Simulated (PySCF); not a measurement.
## Electron affinity of Fe by level of theory

Fe⁻ [Ar] 3d7 4s2 (4F) → Fe [Ar] 3d6 4s2 (5D), as a difference of total energies. Computed with PySCF 2.14 in dyall-av2z, with no relativity, point nucleus. Correlated levels: valence: [Ar] frozen; virtual orbitals above 40 to 60 times the deepest correlated orbital energy dropped. The calculations carry no spin-orbit coupling.

**Question.** Order these methods by the electron affinity they give, lowest first.
A. SCS-MP2 (valence)
B. CCSD(T) (valence)
C. MP2 (valence)
D. CCSD (valence)

**Answer.** D (-0.372 eV), A (-0.234 eV), C (-0.211 eV), B (-0.124 eV).

A first-order spin-orbit estimate (lowest level to lowest level, LS coupling) adds 0.018 eV.

These non-relativistic numbers lack the scalar-relativistic shift.

Errors of the correlated levels include the incompleteness of this basis and the frozen core.

A negative affinity means that the anion lies above the atom at that level of theory.

The coupled-cluster amplitudes are large for Fe⁻ (T1 above 0.03 or a double amplitude above 0.15), so a single reference is strained.

For comparison: 0.153 eV (measured; photodetachment measurements, as compiled on the Wikipedia data page of electron affinities).
